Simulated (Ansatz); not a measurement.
Reaction (homolysis of the C–S bond): `CS[SiH](F)Cl` → `[CH3]`• + `F[SiH]([S])Cl`•

Gas-phase electronic energies from Ansatz, PBE0-D4/def2-TZVP geometries. CCSD(T)/CBS is the MP2 limit (def2-TZVPP, def2-QZVPP) plus CCSD(T) − MP2 in def2-TZVPP, frozen cores. This one scheme is used for every species. Functionals use def2-TZVPP. B3LYP here is the variant with VWN-RPA as its local correlation; programs differ in this. No spin–orbit coupling; open shells (•) take unrestricted orbitals. One conformer a species, not always the lowest.

What is ΔE at CCSD(T)/CBS? (Best estimate.)

The calculation gave: +336.1 kJ/mol.

What do these levels give: B3LYP-D4, BHLYP-D4, ωB97X-V, PBE-QIDH, PBE0, SCS-MP2/def2-QZVPP? (An estimate is asked.)

Computed: B3LYP-D4 316.1, BHLYP-D4 303.2, ωB97X-V 337.3, PBE-QIDH 332.2, PBE0 323.4, SCS-MP2/def2-QZVPP 342.1 kJ/mol.

What do rigid-rotor, harmonic-oscillator terms from PBE0-D4/def2-TZVP frequencies (298.15 K, 1 bar) make of the CCSD(T)/CBS value? (Best estimate.)

The calculation gave: ΔZPE = -22.8 kJ/mol, ΔH = +318.1 kJ/mol, ΔS = 153 J/(mol·K), ΔG = +272.4 kJ/mol. Open shells count their whole term as degenerate.

Largest T1 diagnostic among the species: 0.012.

From r2SCAN to r2SCAN0 (25 % exact exchange), in def2-TZVPP and without D4, ΔE moves by −4.5 kJ/mol: exact exchange takes away binding that semilocal exchange gives to molecules. The D4 term adds +14.2 kJ/mol with B3LYP and +7.7 kJ/mol with PBE0; it sums over pairs of atoms, weighted by their polarisabilities, and B3LYP, whose exchange is more repulsive, gets the larger term. At CCSD(T), def2-SVP lies −25.9 kJ/mol from the extrapolated value and def2-TZVPP −13.7 kJ/mol: correlation converges slowly with the basis, and small sets miss more of it in the bonded molecule than in its fragments.
